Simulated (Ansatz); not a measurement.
Reaction (formal loss of a carbene): `O/C=C/CI` → `[CH2]` (triplet) + `O/C=C\I`

Isolated molecules relaxed with PBE0-D4/def2-TZVP in Ansatz; ΔE leaves out vibrations. CCSD(T)/CBS adds triple-zeta CCSD(T) − MP2 to the extrapolated MP2 energy (def2 sets, frozen cores). This one scheme is used for every species. Double bonds are as drawn, so ΔE can hold a change between cis and trans. DFT in def2-TZVPP. Triplets are unrestricted, without spin–orbit coupling. def2 core potentials past Kr. For I outer-core shells are correlated without core-valence functions, which leaves a few kJ/mol of doubt a bond. Each species was taken in one conformer, which may not be the lowest.

| species | LC-ωPBE energy (Eh) |
| --- | --- |
| `O/C=C/CI` | -490.22479 |
| `[CH2]` (triplet) | -39.14261 |
| `O/C=C\I` | -450.92214 |

**Question.** Work out ΔE.

**Answer.** ΔE = (-39.14261) + (-450.92214) − (-490.22479) = 0.16004 Eh = +420.2 kJ/mol. CCSD(T)/CBS gives +436.6 kJ/mol.

Largest T1 diagnostic among the species: 0.011.

From BLYP to BHLYP (50 % exact exchange), in def2-TZVPP and without D4, ΔE moves by −7.8 kJ/mol. The D4 term adds +8.0 kJ/mol with B3LYP and +4.6 kJ/mol with PBE0; it sums over pairs of atoms, weighted by their polarisabilities, and B3LYP, whose exchange is more repulsive, gets the larger term.

B3LYP here is the variant with VWN-RPA as its local correlation; programs differ in this.
